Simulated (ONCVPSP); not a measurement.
## P, ONCV: configuration errors across variants

phosphorus, optimised norm-conserving Vanderbilt (ONCV), made with ONCVPSP 4.0.1 (PBE, scalar-relativistic). Core [Ne], reference 3s1 3p4. Waves: 3s: rc 1.30 bohr, ncon 4, nbas 7, qcut 4.1 1/bohr, 3 projectors, debl 1.1 Ha; 3p: rc 1.75 bohr, ncon 3, nbas 7, qcut 4.6 1/bohr, 1 projector; d scattering state at 0.27 Ha: rc 1.40 bohr, ncon 4, nbas 8, qcut 6.6 1/bohr, 1 projector. Local part: polynomial inside 1.15 bohr (lpopt 1, dvloc0 0 Ha). Core correction: Teter function, fcfact 2, rcfact 1.05.

All-electron excitation energies from the reference (eV): (1) 3s2 3p3 -8.534; (2) 3s2 3p2 1.195; (3) 3s2 3p1 20.342; (4) 3s0 3p5 8.666.

A true bound ghost makes a file unfit for plane-wave use even where its test errors are small: the radial tests pick states by their node count and pass the ghost by.

Errors AE − PS in meV (a dash: test not solved or not reliable):

```csv
change,(1),(2),(3),(4),bound ghosts,GHOST(+) flags above zero
base,+1.2,-0.5,+1.5,+0.5,s,s
"core correction Teter function, fcfact 1.1, rcfact 1.05",+1.4,-0.4,+1.1,+0.7,s,s
"core correction Teter function, fcfact 2.2, rcfact 1.05",+1.2,-0.5,+1.7,+0.5,s,s
"core correction Teter function, fcfact 2.7, rcfact 1.05",+1.2,-0.5,+1.9,+0.5,s,s
"core correction Teter function, fcfact 3.5, rcfact 1.05",+1.3,-0.5,+2.2,+0.6,s,s
"core correction Teter function, fcfact 4.3, rcfact 1.05",+1.4,-0.4,+2.5,+0.8,s,s
"core correction Teter function, fcfact 4.7, rcfact 1.05",+1.5,-0.4,+2.6,+0.9,s,s
"core correction Teter function, fcfact 6.3, rcfact 1.05",+1.7,-0.2,+3.2,+1.2,s,s
"core correction Teter function, fcfact 6.8, rcfact 1.05",+1.8,-0.2,+3.4,+1.3,s,s
"core correction Teter function, fcfact 7.6, rcfact 1.05",+1.9,-0.1,+3.7,+1.4,s,s
```

(1) Give the same row for: core correction Teter function, fcfact 5.6, rcfact 1.05.

Results:

(1) +1.6, -0.3, +2.9, +1.1; bound ghosts: s; GHOST(+) flags above zero: s.
